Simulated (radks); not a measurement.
Problem. Isoelectronic series with 7 electrons, all held in the configuration [He] 2s2 2p3, which need not be the ground one along the series. Calculated with a radial shooting solver on a logarithmic mesh with Libxc functionals: Dirac Kohn-Sham, PBE, spin-unpolarised, spherical densities, finite nucleus; open shells are shared between the two j in proportion to 2j + 1; Fermi nuclear charge, rms radius of each element as measured or else 0.836 A^(1/3) + 0.57 fm. Total energies (hartree) and mean radii <r> (bohr):

ion,E (hartree),2p3/2,2p1/2
N,-54.45303,1.485,1.483
F2+,-97.62118,0.8968,0.8954
Al6+,-223.28407,0.5152,0.5137
P8+,-305.82877,0.4260,0.4244
Cl10+,-401.57704,0.3633,0.3615
K12+,-510.58821,0.3168,0.3148
Sc14+,-632.93093,0.2809,0.2787
V16+,-768.68328,0.2523,0.2499
Mn18+,-917.93255,0.2289,0.2264
Co20+,-1080.77582,0.2095,0.2068
Cu22+,-1257.31992,0.1932,0.1903
Ga24+,-1447.68189,0.1791,0.1761
As26+,-1651.98965,0.1670,0.1638
Br28+,-1870.38231,0.1564,0.1530
Rb30+,-2103.01055,0.1470,0.1434
Nb34+,-2611.63626,0.1313,0.1273
Tc36+,-2887.99775,0.1246,0.1204
Rh38+,-3179.32489,0.1185,0.1141
Ag40+,-3485.83738,0.1130,0.1084
Sb44+,-4145.36869,0.1034,0.09839
I46+,-4498.90920,0.09911,0.09394

Estimate the row of In42+.

Solution. E (hartree) -3807.76778; 2p3/2 0.1080; 2p1/2 0.1032.
